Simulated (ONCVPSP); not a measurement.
**Cutoff test, chlorine, ONCV**

| Property | Result |
| --- | --- |
| Element | chlorine (Cl) |
| Generator | ONCVPSP 4.0.1 |
| Type | optimised norm-conserving Vanderbilt (ONCV) |
| Functional | PBEsol |
| Relativity | fully relativistic |
| Frozen core | [Ne] |
| Valence charge | 7 |
| Reference configuration | 3s2 3p5 |
| Partial waves | 3s: rc 1.15 bohr, ncon 3, nbas 6, qcut 5.3 1/bohr, 2 projectors, debl 1.4 Ha; 3p: rc 1.30 bohr, ncon 5, nbas 8, qcut 7.5 1/bohr, 2 projectors, debl 2.5 Ha |
| Local potential | polynomial inside 0.80 bohr (lpopt 5, dvloc0 4 Ha) |
| Core correction | Teter function, fcfact 2.25, rcfact 1.5 |

Open shells are filled in proportion to 2j + 1.

Q: For each optimised wave give the share of its norm inside rc, the residual kinetic energy above qcut (Ha) and the cutoffs (Ha) for errors of 10, 1, 0.1 and 0.01 mHa per electron.

A:

| wave | norm inside rc | residual KE | 10 mHa | 1 mHa | 0.1 mHa | 0.01 mHa |
| --- | --- | --- | --- | --- | --- | --- |
| 3s | 0.265 | 2.1e-03 | 11.0 | 16.8 | 52.2 | 72.5 |
| s projector 2 | 0.091 | 2.1e-03 | 10.3 | 26.2 | 96.5 | 154.5 |
| 3p j=3/2 | 0.265 | 1.5e-04 | 5.2 | 8.5 | 51.6 | 108.6 |
| p projector 2 j=3/2 | 0.090 | 5.3e-03 | 7.6 | 108.9 | 145.5 | 162.2 |
| 3p j=1/2 | 0.269 | 1.3e-04 | 5.3 | 9.0 | 46.4 | 107.7 |
| p projector 2 j=1/2 | 0.090 | 4.9e-03 | 7.5 | 106.3 | 145.0 | 162.2 |

The occupied waves need 17 Ha and 52 Ha for 1 and 0.1 mHa.
